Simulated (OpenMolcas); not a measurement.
Sn IV: CASPT2 settings compared

```json
{"Program": "OpenMolcas 26.06", "Basis": "ANO-R1 [6s5p3d1f]", "Scalar Hamiltonian": "X2C, finite nucleus", "Active space": "1 electron in 4 orbitals (5s 5p)", "State averaging": "2S+1 = 2 even, 1 root; 2S+1 = 2 odd, 3 roots", "Spin-orbit coupling": "RASSI with atomic mean-field integrals over the reference wave functions, term energies averaged over their components"}
```

Methods on the same reference wave functions:
A. CASSCF
B. XMS-CASPT2, IPEA 0.5 Eh, sigma1 regulariser 0.5 Eh (closed shells correlated: 4d)
C. XMS-CASPT2, IPEA 0.2 Eh, sigma2 regulariser 0.05 Eh (closed shells correlated: 4d)

Energies in cm-1 above 5s 2S 1/2, the measured ground level; measured values from Moore, Atomic Energy Levels, vol. III, NSRDS-NBS 35 (1971 reprint of NBS Circular 467, 1958).

```json
{"Level": "5s 2S 1/2", "A": "0.0", "B": "0.0", "C": "0.0", "Measured": "0.0"}
{"Level": "5p 2P* 1/2", "A": "65778", "B": "66617", "C": "66738", "Measured": "69564"}
{"Level": "5p 2P* 3/2", "A": "72091", "B": "72929", "C": "73051", "Measured": "76072"}
```

Deviations, from unrounded energies. A percentage is the sum of absolute deviations over the sum of measured energies, with the sign that they share, or ± where signs differ.

| Against measurement | Levels | A | B | C |
| --- | --- | --- | --- | --- |
| mean absolute deviation (cm-1) | 2 | 3900 | 3000 | 2900 |
| other configurations (%) | 2 | -5.3 | -4.2 | -4.0 |

B, C lie about equally close to measurement and A furthest from it. The largest miss of C in the table is 5p 2P* 3/2, by -3000 cm-1. The ranking rests on the paired levels alone, and a cruder setting can come out closer through cancelling errors.

Between B and C the level of the table that moves most is 5p 2P* 3/2, by 120 cm-1 (lowest in B, highest in C).

The lowest spin-free term lies below A's lowest term by 0.297 hartree in B, 0.298 hartree in C.

The basis is small and was not contracted for so high a charge. With one active electron the reference holds no correlation, so core polarisation is missing (holds for A). With one active electron, CASPT2 adds the correlation within the correlated inactive shells and between them and that electron, and leaves the splitting within a term as the reference gives it (holds for B; C). Computed and measured levels are paired by configuration, term and J; levels that our copy of the source lacks, or whose pairing is in doubt (as where it misses far off the trend of its configuration), stay unpaired and out of the deviations. Only configurations of the active space appear.

* marks odd parity.
